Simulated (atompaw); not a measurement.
**Scattering properties, PAW (atompaw) potential for hydrogen (H)**

atompaw 4.2.0.5 input, output lines left out:

```
H 1
LDA-PW scalarrelativistic loggrid 1500 logderivrange -2 5 176
1 0 0 0 0 0
1 0 1
0 0 0
v
1
1.00 0.75 1.00 0.55
y
3.15
n
y
0.4
n
custom rrkj gramschmidtortho besselshape
bessel
1.00
1.00
1.00
```

The phase is arctan(r·u′/u) with u = r·R(r), unwrapped; energies in Ry, scanned from -2 to 5 Ry. A pole is an energy at which the radial function vanishes at the test radius. The pseudo phase is shifted by a multiple of π to meet the all-electron one at the reference energy, and phase errors are pseudo minus all-electron; the curves can meet again beyond the range given. Levels narrower than the energy grid can be missing from the lists of poles.

**Question.** For each channel, where are the poles, and over which energies does the pseudopotential scatter like the atom?

**Answer.**

```tsv
channel	radius (bohr)	reference energy (Ry)	poles, all-electron	poles, pseudo	unbroken range about the reference energy with phases within 0.05 rad	phase error 1 Ry above the reference energy (rad)
s	0.99	-0.47	none	none	the whole range	+0.000
p	0.99	0.40	none	none	the whole range	+0.000
```

Phases in the s channel:

| E (Ry) | all-electron | pseudo |
| --- | --- | --- |
| -2.00 | 0.673 | 0.673 |
| -1.52 | 0.533 | 0.533 |
| -1.04 | 0.347 | 0.347 |
| -0.56 | 0.107 | 0.107 |
| -0.08 | -0.179 | -0.179 |
| 0.40 | -0.473 | -0.473 |
| 0.88 | -0.732 | -0.732 |
| 1.36 | -0.937 | -0.937 |
| 1.84 | -1.093 | -1.093 |
| 2.32 | -1.210 | -1.210 |
| 2.80 | -1.300 | -1.300 |
| 3.28 | -1.372 | -1.372 |
| 3.76 | -1.430 | -1.430 |
| 4.24 | -1.478 | -1.478 |
| 4.72 | -1.519 | -1.519 |
